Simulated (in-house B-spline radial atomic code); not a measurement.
## How G0W0 and RPA depend on the start: neutral palladium

Configuration [Kr] 4d10. Computed with a B-spline radial code for spherical atoms: all electrons, non-relativistic, point nucleus, each spin shell either full or empty, empty states to l = 9 with an (l + 1/2)⁻⁴ tail; G0W0 by contour deformation at full frequency.

Without relativity these are model numbers: it shifts the levels of so heavy an element strongly and can reorder them.

```tsv
start	mean-field 4d (eV)	G0W0 (eV)	QP weight	RPA correlation (Eh)
Hartree-Fock	-9.143	-8.846	0.916	-3.2196
LDA VWN5	-4.375	-8.315	0.619	-3.5533
PBE0	-5.509	-8.440	0.752	-3.4496
r2SCAN	-4.099	-7.910	0.621	-3.4878
SCAN	-4.135	-7.971	0.624	-3.4871
BHandHLYP	-6.951	?	?	?
CAM-B3LYP	-7.035	?	?	?
LC-wPBE	-8.176	-9.128	0.893	-3.4087
wB97X	-8.003	-9.198	0.889	-3.3968
r2SCAN0	-5.563	-8.350	0.788	-3.4126
```

Problem. What G0W0 level, weight and RPA correlation energy follow from the BHandHLYP start?

Solution. G0W0 level -8.803 eV, weight 0.859, RPA correlation -3.3679 hartree.

Problem. What G0W0 level, weight and RPA correlation energy follow from the CAM-B3LYP start?

Solution. G0W0 level -9.095 eV, weight 0.855, RPA correlation -3.4223 hartree.

Problem. How much of the dependence on the start does G0W0 remove?

Solution. The mean-field levels span 5.04 eV and the G0W0 levels 1.29 eV. Against 8.337 eV (NIST, measured) the G0W0 removal energies are off by -0.43 to +0.86 eV, with relativity, Breit and QED terms left out.
